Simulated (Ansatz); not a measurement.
Si(NH2)2Cl2 (SiN₂Cl₂H₄). Charge 0, multiplicity 3. Geometry PBE-D4/def2-SVP, that of the neutral singlet; atoms count from 1.

| atom | x (Å) | y (Å) | z (Å) |
| --- | --- | --- | --- |
| Si1 | 0.139 | -0.306 | -0.301 |
| N2 | -1.455 | -0.163 | 0.320 |
| H3 | -1.944 | 0.729 | 0.211 |
| H4 | -2.092 | -0.957 | 0.235 |
| N5 | 1.114 | 0.909 | 0.418 |
| H6 | 1.187 | 0.939 | 1.438 |
| H7 | 1.995 | 1.168 | -0.031 |
| Cl8 | 0.386 | -0.027 | -2.356 |
| Cl9 | 0.669 | -2.292 | 0.066 |

At PBE0-D4/def2-TZVP a singlet of charge 0 lies 6.67 eV below the triplet at the same geometry.

Question: Estimate the Mulliken populations from the PBE0/def2-TZVP orbitals of Ansatz.

Answer: 
```
atom  charge (e)  spin (α − β)
 Si1        0.41          0.36
  N2        0.35          0.48
  H3       -0.19          0.53
  H4       -0.11          0.44
  N5       -0.54         -0.04
  H6        0.21          0.04
  H7        0.23          0.04
 Cl8       -0.17          0.11
 Cl9       -0.20          0.04
```
Mulliken values depend strongly on the basis.

Question: Where does the spin sit?

Answer: Summed by element: Si 0.36, N 0.44, H 1.05, Cl 0.15, of 2 unpaired in all. Largest on single atoms: H3 0.53, N2 0.48, H4 0.44.

Question: And the Mayer bond orders between heavy atoms (over 0.3)?

Answer: Si1–N2 0.46 (1.72 Å); Si1–N5 1.20 (1.72 Å); Si1–Cl8 1.10 (2.09 Å); Si1–Cl9 1.12 (2.09 Å).
